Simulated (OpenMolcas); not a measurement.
## Mo2+: CASPT2 settings compared

| Property | Result |
| --- | --- |
| Program | OpenMolcas |
| Basis | ANO-R2 [7s5p4d2f1g] |
| Scalar Hamiltonian | X2C, finite nucleus |
| Active space | 4 electrons in 5 orbitals (4d) |
| State averaging | 2S+1 = 5 even, 5 roots; 2S+1 = 3 even, 45 roots kept (CI in the orbitals of an earlier block); 2S+1 = 1 even, 44 roots kept (CI in the orbitals of an earlier block) |
| Spin-orbit coupling | state interaction with AMFI integrals over the reference wave functions, term energies averaged over their components |

Methods on the same reference wave functions:
A. CASSCF
B. SS-CASPT2, IPEA 0 Eh, no level shift (closed shells correlated: 4s 4p)
C. MS-CASPT2, IPEA 0 Eh, no level shift (closed shells correlated: 4s 4p)
D. XMS-CASPT2, IPEA 0.3 Eh, imaginary shift 0.1 Eh (closed shells correlated: 3d 4s 4p)
E. XMS-CASPT2, IPEA 0 Eh, real shift 0.1 Eh (closed shells correlated: none)

Energies in cm⁻¹ above 4d⁴ ⁵D₀, the measured ground level; measured values from Sugar and Musgrove, J. Phys. Chem. Ref. Data 17, 155 (1988).

```
            Level      A      B      C      D      E  Measured
          4d⁴ ⁵D₀    0.0    0.0    0.0    0.0    0.0       0.0
          4d⁴ ⁵D₁    221    252    251    233    247       242
          4d⁴ ⁵D₂    627    689    685    652    681       668
          4d⁴ ⁵D₃   1177   1247   1241   1205   1239      1224
          4d⁴ ⁵D₄   1835   1886   1881   1856   1883      1872
   4d⁴ ³H₄ [71 %]  15680  13050  13040  14600  14500     12680
       4d⁴ ³P₀(1)  16069  10540  10530  13120  11240     11149
          4d⁴ ³H₅  16181  13670  13660  15180  15190     13276
          4d⁴ ³H₆  16664  14200  14200  15700  15720     13811
       4d⁴ ³P₁(1)  17323  11780  11740  14400  12480     12510
       4d⁴ ³F₃(1)  18197  13790  13800  15990  15060     13948
       4d⁴ ³F₂(1)  18285  13710  13710  15990  14900          
4d⁴ ³F₄(1) [72 %]  18441  14160  14140  16280  15480     14296
       4d⁴ ³P₂(1)  19258  13660  13600  16290  14400          
          4d⁴ ³G₃  20096  16170  16160  17940  17790     15871
          4d⁴ ³G₄  20505  16650  16640  18330  18250     16283
          4d⁴ ³G₅  20814  17100  17100  18760  18740     16714
          4d⁴ ¹I₆  24102  21080  21070  21930  22870     20290
          4d⁴ ³D₃  25382  19500  19490  21640  21570     19488
          4d⁴ ³D₂  25551  19630  19630  21740  21540     19577
       4d⁴ ¹G₄(1)  25786  21660  21640  22530  22510     20612
          4d⁴ ³D₁  25789  19920  19920  22070  21990          
          4d⁴ ¹S₀  29551  23100  23070  24660  24360     22990
          4d⁴ ¹D₂  31222  23790  23780  25320  24250     22806
```

Deviations, from unrounded energies. A percentage is the sum of absolute deviations over the sum of measured energies, with the sign that they share, or ± where signs differ.

| Against measurement | Levels | A | B | C | D | E |
| --- | --- | --- | --- | --- | --- | --- |
| mean absolute deviation (cm-1) | 20 | 3800 | 350 | 340 | 1600 | 1300 |
| fine structure of the ground term (%) | 4 | -3.7 | +1.7 | +1.3 | -1.5 | +1.1 |
| other terms of the ground configuration (%) | 16 | +28.3 | ±2.6 | ±2.5 | +11.9 | ±9.5 |

B, C lie about equally close to measurement and A furthest from it. The largest miss of C in the table is 4d⁴ ¹G₄(1), by +1000 cm-1. The ranking rests on the paired levels alone, and a cruder setting can come out closer through cancelling errors.

Among B to E the level of the table that moves most is 4d⁴ ³P₂(1), by 2700 cm-1 (lowest in C, highest in D). Moves below CASPT2's spread within the term are not significant.

The mean deviations of B to E differ by less than CASPT2's widest spread within a term (2100 cm-1), so their order carries little weight.

From A to B the spin-free energies of the other terms of 4d⁴ shown, above ⁵D, scale by factors of 0.67 to 0.86.

The lowest spin-free term lies below A's lowest term by 0.325 hartree in B, 0.325 hartree in C, 0.354 hartree in D, 0.043 hartree in E.

Term energies are means over components that CASPT2 splits; among the terms shown or strongly mixed into the levels shown the widest spread is 2100 cm-1 (4d⁴ ¹I, D). Over all roots computed the reference weight is 0.87 to 0.93 in B, 0.87 to 0.93 in C; the roots of lowest weight are the least certain, and an intruder state may touch them. Levels of configurations with an s electron are missing; early in the row they begin among the upper levels of the d shell and mix with terms of their name. Terms from blocks run as CI alone lack orbitals of their own. The CASPT2 spread within a term exceeds the gap to the next term for 4d⁴ ¹I and 4d⁴ ¹G(1), so the order of their levels is uncertain (figures for B; the like holds for C, D). Without dynamic correlation excited terms often stand tens of per cent too high (terms of higher spin than the ground term too low), and those without a measured partner can miss by more than the paired ones (holds for A). Some levels mix across a computed gap that differs much from the measured one, so their mixing is not that of the real levels (holds for A; B; C; E). Some terms miss by over 15 % even with CASPT2, which points to a basis or an active space too small for the shells correlated (holds for D). Measured partners are found by configuration, term and J. A level has none where our copy of the source lacks it or the pairing is in doubt (some pairs that miss far off the trend of their configuration count as doubtful), and it then counts in no deviation. Levels of configurations outside the active space are missing. The table leaves out levels that lie high or whose names do not pair safely across all columns.

A share in square brackets marks a mixed level and gives the weight of the term that names it, the lowest over the columns. A number in round brackets counts repeated terms of one configuration in the order of the reference energies.
